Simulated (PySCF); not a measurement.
S⁺ (sulfur, charge +1): UHF calculation

Configuration: [Ne] 3s2 3p2 3d1, one real determinant (an excited configuration). All numbers are calculated (PySCF 2.14, the non-relativistic Hamiltonian (point nucleus), in dyall-acv3z (19s12p6d4f, 113 functions)).

```
Total energy                                                  : -396.640666 hartree
One-electron energy                                           : -540.4483 hartree
Hartree (Coulomb) energy                                      : 168.4039 hartree
Exchange energy                                               : -24.5963 hartree
Kinetic energy                                                : 396.66851 hartree
⟨S²⟩                                                          : 3.7524
⟨L²⟩                                                          : 7.900
Sum of ⟨r⟩                                                    : 13.66 bohr
Sum of ⟨r²⟩                                                   : 26.25 bohr²
Traceless quadrupole moment −½Σ⟨3z² − r²⟩ along its main axis : 0.322 e·bohr²
Density at the nucleus (Gaussians lack the cusp)              : 2660 bohr⁻³
Spin density at the nucleus                                   : -0.0934 bohr⁻³
Langevin diamagnetic susceptibility                           : -20.8 ×10⁻⁶ cm³/mol
```

```json
{"shell": "1s α", "electrons": "1", "mean orbital energy (eV)": "-2520.7", "spread (eV)": "0", "rms radius, mean of both spins (bohr)": "0.113"}
{"shell": "1s β", "electrons": "1", "mean orbital energy (eV)": "-2520.1", "spread (eV)": "0", "rms radius, mean of both spins (bohr)": "0.113"}
{"shell": "2s α", "electrons": "1", "mean orbital energy (eV)": "-261.23", "spread (eV)": "0", "rms radius, mean of both spins (bohr)": "0.517"}
{"shell": "2s β", "electrons": "1", "mean orbital energy (eV)": "-260.56", "spread (eV)": "0", "rms radius, mean of both spins (bohr)": "0.517"}
{"shell": "2p α", "electrons": "3", "mean orbital energy (eV)": "-198.25", "spread (eV)": "0.686", "rms radius, mean of both spins (bohr)": "0.491"}
{"shell": "2p β", "electrons": "3", "mean orbital energy (eV)": "-197.05", "spread (eV)": "0.530", "rms radius, mean of both spins (bohr)": "0.491"}
{"shell": "3s α", "electrons": "1", "mean orbital energy (eV)": "-39.313", "spread (eV)": "0", "rms radius, mean of both spins (bohr)": "1.74"}
{"shell": "3s β", "electrons": "1", "mean orbital energy (eV)": "-32.162", "spread (eV)": "0", "rms radius, mean of both spins (bohr)": "1.74"}
{"shell": "3p α", "electrons": "2", "mean orbital energy (eV)": "-25.801", "spread (eV)": "0", "rms radius, mean of both spins (bohr)": "1.98"}
{"shell": "3d α", "electrons": "1", "mean orbital energy (eV)": "-8.436", "spread (eV)": "0", "rms radius, mean of both spins (bohr)": "3.21"}
```

⟨L²⟩ = 7.90 against 12 for a pure F term, so this real determinant mixes terms. The outer electron is Rydberg-like, and this basis confines it to a smaller radius and binds it less than a complete one would.

Spin-orbit constants ζ (cm⁻¹) from the X2C one-electron operator on these orbitals (non-relativistic here): bare nucleus, nucleus screened by l(l+1)(2l+1)/3 electrons, and screened by the Breit-Pauli mean field of the electrons.

```csv
shell,bare,screened nucleus,mean field
2p,7430,6502,6081
3p,566.3,495.5,457.0
3d,18.56,6.959,4.682
```

To first order the Landé constant is A = 51.82 cm⁻¹, so the lowest level has J = 3/2 and lies 0.0385 eV below the centre of the term. This holds in LS coupling only.
